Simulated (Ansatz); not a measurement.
A made-up structure of MgGeH₃Cl, closed shell:

Cl1  (-0.020, -1.577, 0.467)
Mg2  (-0.038, -3.673, 1.095)
Ge3  (0.009, 0.884, -0.264)
H4  (-1.156, 1.240, -1.212)
H5  (1.302, 1.266, -1.015)
H6  (-0.097, 1.859, 0.928)
(Å)

It is relaxed with PBE-D4/def2-SVP and then PBE0-D4/def2-TZVP (Ansatz 0.2.0). Atoms count as bonded within 1.22 times the sum of their covalent radii (H–H: 0.88 Å). The end point is not checked to be a true minimum.

(1) Does its bonding change? (Judge from chemistry; the calculation decides.)

Answers

(1) The calculation gives: Yes. Formed: none; broken: Cl1–Mg2.

Where it ends: The first stage lowers the energy by 0.64 eV in 7 steps. It ends as a complex of GeH₃Cl ([Cl][GeH3]) + Mg:
| atom | x (Å) | y (Å) | z (Å) |
| --- | --- | --- | --- |
| Cl1 | -0.0122 | -1.0126 | 0.3005 |
| Mg2 | -0.0486 | -4.5117 | 1.3440 |
| Ge3 | 0.0115 | 1.0596 | -0.3156 |
| H4 | -1.1899 | 1.2641 | -1.2433 |
| H5 | 1.3392 | 1.2950 | -1.0420 |
| H6 | -0.1000 | 1.9056 | 0.9563 |

Labels in which every atom is bracketed show which atoms are joined, not bond orders.

For scale, one of the runs: PBE0-D4/def2-TZVP relaxation, 135 basis functions, launched by `ansatz run in.yaml --threads 2 --pin off --events-out ev --progress --plain --max-ram 4352MiB`. Hardware: 2 CPU threads of an Intel Xeon Platinum 8259CL, shared host. Wall time about 25 s.
